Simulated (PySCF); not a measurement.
C6H15Al, charge +1, doublet, geometry from GFN2-xTB (such geometries of metal compounds can be far from the true shape) (a state made from the parent by changing its charge; the spin is typed, not shown lowest). Base run: DF-PBE0/3-21G (PySCF).

PySCF was given this input:
```python
from pyscf import gto, scf, dft

mol = gto.M(
    atom='''
Al    0.19661405   -0.05331826    0.17407201
C     1.68709597    0.39640440   -1.13334327
C     1.26035733    1.27147328   -2.30272829
H     2.11377412   -0.55000735   -1.49237019
H     2.45728312    0.89530478   -0.52521702
H     0.85716418    2.22648330   -1.96818168
H     0.52238559    0.77761513   -2.93259019
H     2.13096368    1.48440644   -2.92774951
C    -1.80620961   -0.02486463   -0.06557341
C    -2.24185758    0.35361927   -1.47983326
H    -2.22899206    0.67950236    0.66572005
H    -2.18556903   -1.02332334    0.19812894
H    -1.85925705   -0.34951850   -2.21908317
H    -1.91414702    1.35746478   -1.74708870
H    -3.33144673    0.33647946   -1.54397194
C     0.97063301   -0.60736383    1.98551462
C    -0.08067415   -1.33021662    2.80574581
H     1.32020900    0.29992069    2.49113207
H     1.84107896   -1.24233522    1.77958258
H    -0.39294165   -2.26153323    2.33450316
H    -0.95957689   -0.70943876    2.98150980
H     0.33701914   -1.58219434    3.78404649
''',
    basis='3-21g',
    charge=1,
    spin=1,
    verbose=4,
)

mf = dft.UKS(mol)
mf.xc = 'pbe0'
mf = mf.density_fit(auxbasis='def2-universal-jkfit')
mf.kernel()
```

Each row names what was changed in the base input (with any setting that the change needs).

```csv
change,E (Eh),HOMO (eV),<S^2>,core-seconds (rough),outcome
base,-476.77445,-11.40,0.758,30,converged
functional = blyp,-,-,-,-,not converged
functional = mn15,-476.23510,-11.97,0.756,60,converged
"functional = lda,vwn",-,-,-,-,not converged
functional = b3lyp5,-476.98095,-11.11,0.756,30,converged
functional = hse06,-476.80830,-11.01,0.758,60,converged
functional = lc_wpbe,-476.92837,-13.87,0.766,60,converged
functional = pw6b95,-477.70777,-11.46,0.757,60,converged
functional = m06l,-,-,-,-,not converged
functional = b97m_v,-,-,-,-,cut at the time limit
functional = m06,-477.05935,-11.41,0.757,60,converged
functional = wb97x,-477.10503,-13.56,0.764,40,converged
```

Total energies compare only within one method and basis.

Open shells are given as the SCF converged; they aren't shown to be the lowest states, and a large step between rows can be another state.
